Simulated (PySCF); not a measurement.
# Steps of a relaxation of [CeN(CH3)]−

[CeN(CH3)]− (singlet in the valence; each metal's 4f electrons, 1 of them, lie in its core potential, out of spins and levels). PySCF 2.14.0, RKS TPSS, Ce lcecp-1-SVP with ECP47, N def2-SVP, C def2-SVP, H def2-SVP; non-relativistic Hamiltonian with scalar-relativistic core potentials where named; density fitting; no spin-orbit coupling. Origin of the start: template. Columns: position (Å) and force (eV/Å). Energies are counted from the last step; some of the 15 steps are shown. Forces carry noise of the integration grid, about 0.01 to 0.03 eV/Å.

Run from Python with OMP_NUM_THREADS=2. Where DIIS fails, smearing, a level shift and second-order steps follow.
It took 51 s on 2 threads of Arm Neoverse V1, with other jobs on the host, from the converged density of the start.

```xyz
6
step 0  E = 0.412 eV
Ce    0.0716    0.0000   -0.1574    -1.24    0.00   -2.16
N     1.7614    0.0000    0.5988     2.53    0.00    1.37
C    -2.2415    0.0000    0.8778     0.02    0.00    0.17
H    -2.9929    0.0000    0.0881    -0.66    0.00   -0.39
H    -2.3632   -0.8900    1.4952    -0.33   -0.45    0.50
H    -2.3632    0.8900    1.4952    -0.33    0.45    0.50
```

```xyz
6
step 5  E = 0.031 eV
Ce    0.2048    0.0000   -0.3921     0.12    0.00    0.06
N     1.8117    0.0000    0.7031    -0.21    0.00   -0.04
C    -2.2279    0.0000    0.8758    -0.08    0.00    0.01
H    -3.0724    0.0000    0.1408     0.02    0.00    0.02
H    -2.4220   -0.8812    1.5351     0.07    0.00   -0.02
H    -2.4220    0.8812    1.5351     0.07    0.00   -0.02
```

```xyz
6
step 9  E = 0.008 eV
Ce    0.1722    0.0000   -0.5071    -0.01    0.00    0.21
N     1.5629    0.0000    0.8633    -0.14    0.00   -0.12
C    -2.2066    0.0000    0.8330     0.20    0.00   -0.10
H    -3.1248    0.0000    0.1957     0.04    0.00    0.12
H    -2.2659   -0.8890    1.5064    -0.04    0.07   -0.06
H    -2.2659    0.8890    1.5064    -0.04   -0.07   -0.06
```

Task: Where does the relaxation end?

Result: It converges at step 14 in Cs:
```xyz
6
step 14  E = 0
Ce    0.1464    0.0000   -0.5182
N     1.4789    0.0000    0.9037
C    -2.1787    0.0000    0.8080
H    -3.1325    0.0000    0.2294
H    -2.2210   -0.8833    1.4874
H    -2.2210    0.8833    1.4874
```

Task: How did the contacts change?

Result: 
```tsv
contact	start (Å)	end (Å)
Ce1–N2 (N)	1.851	1.949
Ce1–C3 (CH3)	2.534	2.677
```


No frequency check is given that shows the relaxed geometry to be a minimum. An lcecp potential fixes the number of 4f electrons, so in runs with it no electron can move into or out of that shell.
